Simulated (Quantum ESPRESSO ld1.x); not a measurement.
Species: the arsenic ion As6+. Configuration: [Ar] 3d9. Calculated with ld1.x of Quantum ESPRESSO 7.5: Dirac Kohn-Sham, LDA (Slater exchange, Perdew-Zunger correlation), spin-unpolarised, spherical densities, point nucleus; open shells are shared between the two j in proportion to 2j + 1.

Normalised radial functions P(r) = r R(r) (large component), r in bohr:

```
   r/bohr * 3d5/2, o 4s1/2 (the largest magnitude, 1.21, reaches the edge; | marks zero, & curves that meet)
 0.001728                             *o
 0.002558                             *o
 0.003756                             * o
 0.005558                             * o
  0.00816                             *  o
  0.01208                             *   o
  0.01787                             *   o
  0.02624                             *   o
  0.03883                             *  o
  0.05701                             o*
  0.08437                         o   |  *
   0.1239                      o      |      *
   0.1833                        o    |            *
   0.2713                             |  o                 *
   0.3983                             |          o               *
   0.5895                             |      o                  *
   0.8654                    o        |                  *
    1.281        o                    |        *
     1.88             o               | *
    2.783                        o    *
    4.119                             &
```

3d5/2: eigenvalue -136.37 eV, 0 radial nodes, <r> = 0.635 bohr, 90 % of the charge inside 1.04 bohr. 4s1/2 (empty): eigenvalue -87.535 eV, 3 radial nodes at r = 0.0585, 0.240, 0.713 bohr, <r> = 1.51 bohr, 90 % of the charge inside 2.17 bohr.
